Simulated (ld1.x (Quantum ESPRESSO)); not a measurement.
## Before and after: TM potential for Be

```json
{
  "Element": "beryllium",
  "Generator": "ld1.x (Quantum ESPRESSO) 7.5",
  "Type": "norm-conserving Troullier–Martins (Kleinman–Bylander form)",
  "Functional": "PBEsol",
  "Relativity": "scalar-relativistic",
  "Frozen core": "[He]",
  "Valence charge": "2",
  "Reference configuration": "2s1 2p1",
  "Partial waves": "2p (bound): rc 4.20 bohr; 3d channel at 0.4 Ry: rc 4.25 bohr; 2s (bound): rc 1.50 bohr",
  "Local potential": "the s channel",
  "Core correction": "none"
}
```

Change: all radii scaled by about 0.88 (s 1.32, p 3.72, d 3.76 bohr).

Cutoffs: the cutoffs (Ry, on a coarse ladder) from which the occupation-weighted sum of valence levels, in a spherical-Bessel basis at the reference potential, stays within 10 and 1 mRy of its value at 400 Ry; they do not see the model core or the augmentation charge, which bear on the density cutoff. Errors are all-electron minus pseudo energies relative to the spin-unpolarised reference configuration.

Task: What does the change do?

Result: The potential gets harder (8 Ry and 15 Ry → 8 Ry and 35 Ry); of the 5 tests that both files solve, the error grows in 0 and shrinks in 5 by more than 15 % and 0.3 meV (median size 18.7 → 12.8 meV); neither file shows a bound ghost. A smaller radius makes the pseudo-wave follow the all-electron one further in, where it bends more sharply, so more plane waves are needed. Less of the atom is replaced, so other configurations are described better.

```csv
quantity,base,changed
"cutoff, loose",8 Ry,8 Ry
"cutoff, tight",15 Ry,35 Ry
bound ghosts,none,none
"error for 2s2 2p0, meV [ΔE -3.59 eV]",-19,-13
"error for 2s1 2p0, meV [ΔE 5.86 eV]",+74,+49
"error for 2s1.5 2p0, meV [ΔE 0.13 eV]",+19,+11
"error for 2s0 2p2, meV [ΔE 3.62 eV]",-18,-7.4
"error for 2s0 2p1, meV [ΔE 9.77 eV]",-55,-36
```
